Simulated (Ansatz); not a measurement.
`[OH][GeH2][SeH]`, charge 0, multiplicity 1.

Give a relaxed structure at PBE0-D4/def2-TZVP (Ansatz 0.2.0). (Estimate.)

The calculation gave: 
Z-matrix (Å, degrees):
```
Ge
Se 1 2.352
O 1 1.777 2 110.9
H 1 1.538 2 104.8 3 120.1
H 1 1.530 2 112.4 3 -115.9
H 2 1.469 1 92.5 3 65.8
H 3 0.961 1 112.2 2 47.3
```
